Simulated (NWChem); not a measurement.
Basis-set convergence for H₄FNOSi

SMILES: F[Si@@H](O)N
```xyz
8

N      1.5485    -0.1723    -0.4665
Si     0.0474    -0.0920     0.3257
O     -0.9995    -1.0745    -0.4995
F     -0.6530     1.3860     0.3228
H      1.6356    -0.1762    -1.4770
H      2.4229     0.0306     0.0040
H      0.2387    -0.4263     1.7539
H     -1.9278    -0.8130    -0.4847
```
Charge 0, spin multiplicity 1.

Everything below was run with NWChem. Structure: optimised with B3LYP/def2-SVP, a minimum by its harmonic frequencies. It is one conformer; others weren't searched.

Quantity: vertical ionisation energy at the level ΔPBE (Δ: difference of total energies, the cation a doublet at the parent's geometry; it is the state that the SCF runs reached, from PBE0 orbitals for Hartree-Fock references, and need not be the lowest).

The structure started from a generated list of species. The stability of the SCF solutions was not checked.

Relative cost: rough, from shared machines, SCF included, pcseg-1 = 1.

### Question
In def2-TZVPD the value is 10.36 eV. Among pcseg-1, pcseg-2, def2-TZVPP, which is the smallest basis within 0.1 eV of it?

### Answer
pcseg-1, with 80 functions against 196 and about 7 % of the time (also within reach: pcseg-2, def2-TZVPP). def2-TZVPD isn't the basis-set limit itself, and a small set can land close by cancellation.

```csv
basis,functions,vertical ionisation energy (eV),relative cost
pcseg-1,80,10.35,1
pcseg-2,180,10.37,7
def2-TZVPP,191,10.31,10
def2-TZVPD,196,10.36,10
```
